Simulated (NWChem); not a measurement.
All runs are NWChem calculations. System: C2H6O2Si, charge 0, spin multiplicity 1, displaced from the optimised geometry. The structure started from a generated list of species.

Input file:

```
start mol
memory heap 200 mb stack 800 mb global 1000 mb
geometry units angstroms nocenter noautoz noautosym
  C     -0.510977    -1.352573     0.159999
  O      0.900196    -1.171269    -0.052984
  C      1.298893     0.155709     0.418857
  Si    -0.232730     1.221053    -0.178008
  O     -1.249162    -0.182624    -0.271858
  H     -0.825360    -2.251713    -0.452617
  H     -0.732062    -1.546026     1.266748
  H      1.415390     0.181755     1.554057
  H      2.299409     0.403050    -0.042720
  H     -0.748811     2.243379     0.841460
  H     -0.086109     1.887134    -1.549210
end
basis spherical
  * library def2-svp
end
dft
  xc pbe0
  semidirect memsize 60000000 filesize 0
  iterations 100
  convergence nodiis damp 40
end
task dft gradient
```

The output up to the point where the run's verdict is printed (cleaned and shortened):

```
             Northwest Computational Chemistry Package (NWChem) 7.3.0
             --------------------------------------------------------

                                NWChem Input Module
                                -------------------

 Scaling coordinates for geometry "geometry" by  1.889725989
 (inverse scale =  0.529177249)

                             Geometry "geometry" -> ""
                             -------------------------

 Output coordinates in angstroms (scale by  1.889725989 to convert to a.u.)

  No.       Tag          Charge          X              Y              Z
 ---- ---------------- ---------- -------------- -------------- --------------
    1 C                    6.0000    -0.51097700    -1.35257300     0.15999900
    2 O                    8.0000     0.90019600    -1.17126900    -0.05298400
    3 C                    6.0000     1.29889300     0.15570900     0.41885700
    4 Si                  14.0000    -0.23273000     1.22105300    -0.17800800
    5 O                    8.0000    -1.24916200    -0.18262400    -0.27185800
    6 H                    1.0000    -0.82536000    -2.25171300    -0.45261700
    7 H                    1.0000    -0.73206200    -1.54602600     1.26674800
    8 H                    1.0000     1.41539000     0.18175500     1.55405700
    9 H                    1.0000     2.29940900     0.40305000    -0.04272000
   10 H                    1.0000    -0.74881100     2.24337900     0.84146000
   11 H                    1.0000    -0.08610900     1.88713400    -1.54921000

 Effective nuclear repulsion energy (a.u.)     241.9166115515

            Nuclear Dipole moment (a.u.)
            ----------------------------
        X                 Y               Z
 ---------------- ---------------- ----------------
     0.0000094486    -0.0000132281     0.0000113384


 Summary of "ao basis" -> "" (spherical)
 ------------------------------------------------------------------------------
       Tag                 Description            Shells   Functions and Types
 ---------------- ------------------------------  ------  ---------------------
[...]
 d= 0,ls=0.0         52   -430.5976545188 -1.65D+01  2.83D-01              55.3
 d= 0,ls=0.0         53   -414.0997539114  1.65D+01  2.83D-01              56.3
 d= 0,ls=0.0         54   -430.5976545188 -1.65D+01  2.83D-01              57.3
 d= 0,ls=0.0         55   -414.0997539114  1.65D+01  2.83D-01              58.3
 d= 0,ls=0.0         56   -430.5976545188 -1.65D+01  2.83D-01              59.3
 d= 0,ls=0.0         57   -414.0997539114  1.65D+01  2.83D-01              60.3
 d= 0,ls=0.0         58   -430.5976545188 -1.65D+01  2.83D-01              61.6
 d= 0,ls=0.0         59   -414.0997539114  1.65D+01  2.83D-01              62.7
 d= 0,ls=0.0         60   -430.5976545188 -1.65D+01  2.83D-01              63.8
 d= 0,ls=0.0         61   -414.0997539114  1.65D+01  2.83D-01              64.8
 d= 0,ls=0.0         62   -430.5976545188 -1.65D+01  2.83D-01              65.7
 d= 0,ls=0.0         63   -414.0997539114  1.65D+01  2.83D-01              66.7
 d= 0,ls=0.0         64   -430.5976545188 -1.65D+01  2.83D-01              67.7
 d= 0,ls=0.0         65   -414.0997539114  1.65D+01  2.83D-01              68.7
 d= 0,ls=0.0         66   -430.5976545188 -1.65D+01  2.83D-01              69.8
 d= 0,ls=0.0         67   -414.0997539114  1.65D+01  2.83D-01              70.8
 d= 0,ls=0.0         68   -430.5976545188 -1.65D+01  2.83D-01              71.8
 d= 0,ls=0.0         69   -414.0997539114  1.65D+01  2.83D-01              72.8
 d= 0,ls=0.0         70   -430.5976545188 -1.65D+01  2.83D-01              73.8
 d= 0,ls=0.0         71   -414.0997539114  1.65D+01  2.83D-01              74.8
 d= 0,ls=0.0         72   -430.5976545188 -1.65D+01  2.83D-01              75.8
 d= 0,ls=0.0         73   -414.0997539114  1.65D+01  2.83D-01              76.7
 d= 0,ls=0.0         74   -430.5976545188 -1.65D+01  2.83D-01              77.7
 d= 0,ls=0.0         75   -414.0997539114  1.65D+01  2.83D-01              78.7
 d= 0,ls=0.0         76   -430.5976545188 -1.65D+01  2.83D-01              79.7
 d= 0,ls=0.0         77   -414.0997539114  1.65D+01  2.83D-01              80.8
 d= 0,ls=0.0         78   -430.5976545188 -1.65D+01  2.83D-01              81.9
 d= 0,ls=0.0         79   -414.0997539114  1.65D+01  2.83D-01              82.9
 d= 0,ls=0.0         80   -430.5976545188 -1.65D+01  2.83D-01              84.0
 d= 0,ls=0.0         81   -414.0997539114  1.65D+01  2.83D-01              85.1
 d= 0,ls=0.0         82   -430.5976545188 -1.65D+01  2.83D-01              86.1
 d= 0,ls=0.0         83   -414.0997539114  1.65D+01  2.83D-01              87.1
 d= 0,ls=0.0         84   -430.5976545188 -1.65D+01  2.83D-01              88.1
 d= 0,ls=0.0         85   -414.0997539114  1.65D+01  2.83D-01              89.2
 d= 0,ls=0.0         86   -430.5976545188 -1.65D+01  2.83D-01              90.3
 d= 0,ls=0.0         87   -414.0997539114  1.65D+01  2.83D-01              91.3
 d= 0,ls=0.0         88   -430.5976545188 -1.65D+01  2.83D-01              92.3
 d= 0,ls=0.0         89   -414.0997539114  1.65D+01  2.83D-01              93.4
 d= 0,ls=0.0         90   -430.5976545188 -1.65D+01  2.83D-01              94.3
 d= 0,ls=0.0         91   -414.0997539114  1.65D+01  2.83D-01              95.4
 d= 0,ls=0.0         92   -430.5976545188 -1.65D+01  2.83D-01              96.4
 d= 0,ls=0.0         93   -414.0997539114  1.65D+01  2.83D-01              97.4
 d= 0,ls=0.0         94   -430.5976545188 -1.65D+01  2.83D-01              98.5
 d= 0,ls=0.0         95   -414.0997539114  1.65D+01  2.83D-01              99.5
 d= 0,ls=0.0         96   -430.5976545188 -1.65D+01  2.83D-01             100.5
 d= 0,ls=0.0         97   -414.0997539114  1.65D+01  2.83D-01             101.5
 d= 0,ls=0.0         98   -430.5976545188 -1.65D+01  2.83D-01             102.5
 d= 0,ls=0.0         99   -414.0997539114  1.65D+01  2.83D-01             103.5
 d= 0,ls=0.0        100   -430.5976545188 -1.65D+01  2.83D-01             104.4
```

Convergence was not reached. The next line reads: Calculation failed to converge. NWChem stopped with the message: dft gradient failed.
